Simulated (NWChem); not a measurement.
# C2H6BO2, doublet; SMILES CO[B]OC

```xyz
11

C      0.6094    -1.9559     0.0292
O     -0.6332    -1.3061    -0.1595
B     -0.7681     0.0252    -0.1590
O      0.2620     0.8766     0.0177
C      0.1183     2.2746     0.0178
H      1.4265    -1.2331     0.1717
H      0.5442    -2.6098     0.9121
H      0.8265    -2.5816    -0.8498
H      0.4591     2.6796     0.9834
H      0.7430     2.7085    -0.7785
H     -0.9283     2.5773    -0.1458
```
Atoms are numbered in this order, from 1.

Results from NWChem. Pople sets run with spherical d functions. Spin-unrestricted. All runs use the structure optimised with PBE0/def2-SVP, spin-unrestricted. No frequency run checked for a minimum. No stability test was run on the SCF state. Vzz is the largest principal value of the second derivative of the potential at the nucleus (NWChem prints the opposite sign); η is the asymmetry. Non-relativistic.

```
level               Vzz O2 (a.u.)  η O2  Vzz B3 (a.u.)  η B3  Vzz O4 (a.u.)  η O4
------------------  -------------  ----  -------------  ----  -------------  ----
CAM-B3LYP/def2-SVP          1.536  0.00            [?]  0.29          1.434  0.15
PBE0/def2-SVP               1.541  0.01          0.259  0.29          1.446  0.15
PBE0/6-31G*                 1.514  0.04          0.252  0.28          1.426  0.17
```

### Question
Complete the blanks.

### Answer

- CAM-B3LYP/def2-SVP, Vzz B3 (a.u.): 0.274
